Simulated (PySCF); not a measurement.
C2NiO2, multiplicity 1. Atoms are numbered in the order given.

```xyz
5

Ni     0.0000     0.0000    -0.4845
O      0.0000    -2.6132     0.7393
C      0.0000    -1.6313     0.1448
O      0.0000     2.6132     0.7393
C      0.0000     1.6313     0.1448
```

Geometry optimised at B3LYP-D3(BJ)/def2-SVP. The spin state was assumed, not searched.

Computed with PBE/def2-TZVP in PySCF.

Symmetry labels are those of the subgroup C2v that the program uses (full group C2v).

Computed valence orbital energies around the gap with their symmetry:
| orbital | symmetry | energy (eV) |
|---|---|---|
| HOMO−7 | A1 | -11.34 |
| HOMO−6 | B1 | -11.33 |
| HOMO−5 | B2 | -10.56 |
| HOMO−4 | A2 | -6.36 |
| HOMO−3 | B2 | -6.02 |
| HOMO−2 | A1 | -5.95 |
| HOMO−1 | B1 | -5.56 |
| HOMO | A1 | -5.41 |
| LUMO | B1 | -3.04 |
| LUMO+1 | A1 | -3.00 |
| LUMO+2 | A2 | -1.21 |
| LUMO+3 | B2 | -1.04 |
